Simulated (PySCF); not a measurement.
Species: C3H10B3N3.
Cartesian coordinates in Å at the PBE0-D3(BJ)/def2-SVP level; atoms count from 1:
```xyz
19
C3H10B3N3 angstrom
B      2.6296   -1.0783   -0.0169
N      1.6863   -1.7424    0.8200
B      0.3258   -1.3294    0.9311
N     -0.1153   -0.2050    0.1592
C     -1.4690    0.2698    0.2966
C     -2.3277    0.4549   -0.9149
C     -2.6198   -0.6553    0.0528
B      0.8049    0.5015   -0.6828
N      2.1537    0.0443   -0.7547
H      3.7778   -1.4488   -0.0969
H      1.9901   -2.5408    1.3612
H     -0.4406   -1.9160    1.6590
H     -1.6046    1.0052    1.0986
H     -2.9953    1.3193   -0.9504
H     -1.8898    0.1820   -1.8785
H     -2.3783   -1.6742   -0.2607
H     -3.4946   -0.5776    0.7031
H      0.4437    1.4631   -1.3202
H      2.7965    0.5414   -1.3567
```

Computed at PBE0/pcSseg-1 (PySCF, non-relativistic), with Q(11B) = 0.04059 b, Q(14N) = 0.02044 b: B1, 11B (I = 3/2): χzz = 3.556 MHz, η = 0.100; N2, 14N (I = 1): χzz = 1.755 MHz, η = 0.380; B3, 11B (I = 3/2): χzz = 3.529 MHz, η = 0.103; N4, 14N (I = 1): χzz = 2.306 MHz, η = 0.330.

Question: Where would the pure quadrupole (NQR) lines of 11B at B1 fall for the rigid, isolated species?

Answer: From ν = (|χ|/2)√(1 + η²/3): ν = 1.781 MHz (three-coordinate boron).

Question: Where would the pure quadrupole (NQR) lines of 14N at N2 fall for the rigid, isolated species?

Answer: From ν± = (3/4)|χ|(1 ± η/3) and ν0 = |χ|η/2: ν+ 1.483 MHz, ν− 1.149 MHz, ν0 0.334 MHz (boron-bound nitrogen).

Question: Where would the pure quadrupole (NQR) lines of 11B at B3 fall for the rigid, isolated species?

Answer: From ν = (|χ|/2)√(1 + η²/3): ν = 1.768 MHz (three-coordinate boron).

Question: Find the zero-field quadrupole resonance frequencies of 14N at N4.

Answer: From ν± = (3/4)|χ|(1 ± η/3) and ν0 = |χ|η/2: ν+ 1.920 MHz, ν− 1.540 MHz, ν0 0.380 MHz (boron-bound nitrogen).

In a crystal, neighbours and librations shift these lines. With so small a basis the couplings can be 20 % off.

These values come from a run that also computed NMR shieldings. Time: 32 s; peak memory 0.93 GiB. Hardware: one thread, Arm Neoverse V1 (aarch64), shared host with 32 logical CPUs at a one-minute load of 15.

One conformer stands for the species.
